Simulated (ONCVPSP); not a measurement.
# Transferability test, ONCV potential for N (Z = 7)

ONCVPSP 4.0.1 input, shortened (lines: element, Z, core and valence counts, functional; n l f; lmax; l rc ep ncon nbas qcut; lloc lpopt rc5 dvloc0; l nproj debl; icmod fcfact rcfact), PBEsol, scalar-relativistic:

```
  N 7.00    1    2  -116133      upf
    1    0    2.00
    2    0    2.00
    2    1    2.75
    2
    0    1.05    0.00    3    8    8.00
    1    2.15    0.00    3    7    6.30
    2    1.95    0.21    4    8    4.30
    4    5    1.00    0.00
    0    1    1.00
    1    2    1.60
    2    3    2.20
    1    0.20    0.00
```

Energies are relative to the spin-unpolarised reference configuration 2s2 2p2.75; without spin polarisation the order of configurations can differ from experiment.

| valence configuration | charge | ΔE all-electron (eV) | error AE − PS (meV) |
| --- | --- | --- | --- |
| 2s2 2p3 | 0 | -2.135 | +3.4 |
| 2s2 2p2 | +1 | 11.386 | +64 |
| 2s2 2p1 | +2 | 40.123 | +623 |
| 2s1 2p3 | +1 | 23.100 | -86 |

Levels in the configuration 2s2 2p2:

```csv
level,all-electron (eV),pseudo (eV)
2s,-32.305,-32.233
2p,-20.598,-20.383
```
